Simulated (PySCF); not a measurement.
SMILES N#C[SiH2]C(=O)O (C2H3NO2Si), PBE0/def2-SVP optimised geometry.

```
9

N      2.28    -1.93     0.06
C      1.86    -0.84     0.04
Si     1.19     0.88     0.00
C     -0.74     0.88     0.00
O     -1.34     1.93     0.00
O     -1.32    -0.31     0.00
H      1.65     1.55    -1.25
H      1.65     1.60     1.21
H     -2.28    -0.17    -0.01
```

Density from PBE0/def2-TZVP (PySCF) at that geometry.

Minimum of the electron density along straight lines between bonded atoms, close to the bond critical point (lines longer than 1.1 times the sum of covalent radii, or with two minima, are not listed):

```json
[
 {"bond": "N1–C2", "length / Å": "1.160", "ρ at the minimum / e bohr⁻³": "0.490", "∇²ρ there / e bohr⁻⁵": "-0.14", "position (fraction from the first atom)": "0.66"},
 {"bond": "C2–Si3", "length / Å": "1.855", "ρ at the minimum / e bohr⁻³": "0.112", "∇²ρ there / e bohr⁻⁵": "0.30", "position (fraction from the first atom)": "0.61"},
 {"bond": "Si3–C4", "length / Å": "1.923", "ρ at the minimum / e bohr⁻³": "0.115", "∇²ρ there / e bohr⁻⁵": "(withheld)", "position (fraction from the first atom)": "0.38"},
 {"bond": "C4–O5", "length / Å": "1.203", "ρ at the minimum / e bohr⁻³": "(withheld)", "∇²ρ there / e bohr⁻⁵": "-0.10", "position (fraction from the first atom)": "0.34"},
 {"bond": "C4–O6", "length / Å": "1.332", "ρ at the minimum / e bohr⁻³": "0.316", "∇²ρ there / e bohr⁻⁵": "-0.58", "position (fraction from the first atom)": "0.34"},
 {"bond": "Si3–H7", "length / Å": "1.485", "ρ at the minimum / e bohr⁻³": "0.124", "∇²ρ there / e bohr⁻⁵": "0.14", "position (fraction from the first atom)": "0.49"},
 {"bond": "Si3–H8", "length / Å": "1.485", "ρ at the minimum / e bohr⁻³": "0.124", "∇²ρ there / e bohr⁻⁵": "0.14", "position (fraction from the first atom)": "0.49"},
 {"bond": "O6–H9", "length / Å": "0.974", "ρ at the minimum / e bohr⁻³": "(withheld)", "∇²ρ there / e bohr⁻⁵": "-2.38", "position (fraction from the first atom)": "0.81"}
]
```

Fill in the missing entries.


- Si3–C4, ∇²ρ there / e bohr⁻⁵: 0.15
- C4–O5, ρ at the minimum / e bohr⁻³: 0.431
- O6–H9, ρ at the minimum / e bohr⁻³: 0.348
